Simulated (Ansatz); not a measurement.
Reactions of ClH6NO3Si2, SMILES `O[SiH](O)N[SiH](O)Cl`.

Program: Ansatz. Geometries: PBE0-D4/def2-TZVP. ΔE: electronic, gas phase. CBS: MP2 limit from def2 TZ/QZ plus the TZ coupled-cluster correction, frozen cores. This one scheme is used for every species. Functionals use def2-TZVPP. Each species was taken in one conformer, which may not be the lowest.

```csv
reaction,MP2/CBS(def2) (kcal/mol),PBE0-D4 (kcal/mol),ωB97X-V (kcal/mol),CCSD/CBS(def2) (kcal/mol),CCSD(T)/CBS(def2) (kcal/mol)
`O[SiH](O)N[SiH](O)Cl` + `O[Si](O)(F)F` → `O[SiH](O)O[Si](O)(F)F` + `N[SiH](O)Cl`,-13.5,-12.8,-13.8,-14.4,-13.8
`O[SiH](O)N[SiH](O)Cl` + H–F → `O[SiH](O)F` + `N[SiH](O)Cl`,-17.6,-17.1,-19.1,-18.9,-17.9
`O[SiH](O)N[SiH](O)Cl` + dichlorosilane → `O[SiH](Cl)[SiH](Cl)Cl` + `N[SiH](O)O`,24.0,19.9,22.6,23.5,23.0
`O[SiH](O)N[SiH](O)Cl` + `C[SiH](O)O` → `C[SiH](O)O[SiH](O)O` + `N[SiH](O)Cl`,-13.4,-12.5,-13.6,-14.2,-13.6
`O[SiH](O)N[SiH](O)Cl` + `CO[SiH2]Cl` → `CO[Si@H](Cl)[Si@H](O)Cl` + `N[SiH](O)O`,24.8,20.5,22.8,23.9,23.5
```

Largest T1 diagnostic: 0.012, for `O[SiH](O)O[Si](O)(F)F`.
